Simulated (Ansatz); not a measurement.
Molecule: sum formula H₆SiN₂O₂, charge 0, multiplicity 1. 
Structure (B3LYP-D3(BJ)/def2-TZVP (Ansatz, a quantum-chemistry and plane-wave program) minimum search):
```
Si
O 1 1.6454
H 2 0.9603 1 115.57
O 1 1.6557 2 102.79 3 -17.42
H 4 0.9598 1 116.94 2 177.90
N 1 1.6988 2 104.51 3 -143.06
H 6 1.0050 1 122.77 2 -166.76
H 6 1.0056 7 113.13 1 162.86
N 1 1.7111 2 119.43 3 99.48
H 9 1.0077 1 120.24 2 -76.14
H 9 1.0079 10 111.21 1 -147.44
```
Charge 0, spin multiplicity 1.

Wanted: vertical triplet-singlet gap (E(triplet) - E(singlet); each state is the SCF solution reached for its spin), in kJ/mol. Valence correlation only, unless marked. UHF or UKS for open shells. Spin-orbit coupling is left out. No relativistic terms. 

| level | program | vertical triplet-singlet gap (kJ/mol) |
|---|---|---|
| HF/aug-cc-pV(D+d)Z | Ansatz | 504.4 |
| B3LYP/def2-TZVPD | Ansatz | 566.9 |
| PBE0/def2-TZVPD | Ansatz | 580.7 |
| CAM-B3LYP/def2-TZVPD | Ansatz | 602.9 |
| wB97M-V/def2-TZVPD | Ansatz | 617.8 |
| wB97X-V/def2-TZVPD | Ansatz | 627.8 |
| B2PLYP/def2-TZVPD | Ansatz | 599.1 |
| CCSD/aug-cc-pV(D+d)Z | Ansatz | 586.6 |
| CCSD(T)/aug-cc-pV(D+d)Z | Ansatz | 587.3 |
